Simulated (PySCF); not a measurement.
Estimate the missing entries of this data sheet.

Compound: C8H18BN.
InChI=1S/C8H18BN/c1-10(6-2-5-9-10)7-8-3-4-8/h8H,2-7,9H2,1H3/t10-/m0/s1

```tsv
property	level	value
point group	PBE0-D3(BJ)/def2-SVP	C1
rotational constants A, B, C	PBE0-D3(BJ)/def2-SVP	?
dipole moment	B3LYP/pcSseg-1	4.24 D
HOMO energy	B3LYP/pcSseg-1	-7.00 eV
LUMO energy	B3LYP/pcSseg-1	0.73 eV
13C chemical shifts (computed TMS as zero) by class	GIAO B3LYP/pcSseg-1	?
1H chemical shifts (computed TMS as zero) by class	GIAO B3LYP/pcSseg-1	3.21 (1 H), 2.56 (1 H), 2.50 (1 H), 2.37 (3 H), 2.22 (1 H), 2.13 (1 H), 1.80 (1 H), 1.67 (1 H), 1.60 (1 H), 1.33 (1 H), 1.02 (1 H), 0.86 (1 H), 0.72 (1 H), 0.56 (1 H), 0.07 (1 H), -0.06 (1 H) ppm
isotropic shieldings of nuclei other than C and H, by class	GIAO B3LYP/pcSseg-1	?
```

Gas-phase values; electronic properties from PySCF, density fitting. One conformer (not necessarily the lowest) at the PBE0-D3(BJ)/def2-SVP geometry, without solvent or vibrations. NMR classes are plain means over equivalent atoms (diastereotopic ones count apart unless rotation or inversion swaps them), as if these changed places fast; in this geometry the members of some classes differ.

The rotational constants A, B, C?

3.120, 0.727, 0.716 GHz.

The isotropic shieldings of nuclei other than C and H, by class?

104 (1 B), 175 (1 N) ppm.

Give the 13C chemical shifts (computed TMS as zero) by class.

73.1 (1 C), 68.6 (1 C), 45.2 (1 C), 26.0 (1 C), 10.4 (1 C), 9.7 (1 C), 9.1 (1 C), 3.2 (1 C) ppm.

The dipole equals about 14.1 × 10⁻³⁰ C·m (1 D = 3.33564 × 10⁻³⁰ C·m). A dipole of 4.24 D is allowed in C1, and pure rotational transitions are dipole-allowed. With B = h/(8π²I), that is 505.379 GHz u Å² over I, the principal moments of inertia are 162.0, 695.5 and 705.5 u Å² (most abundant isotopes). The rotational constants make it an asymmetric top with κ = (2B − A − C)/(A − C) = -0.99, nearer the prolate limit (−1).
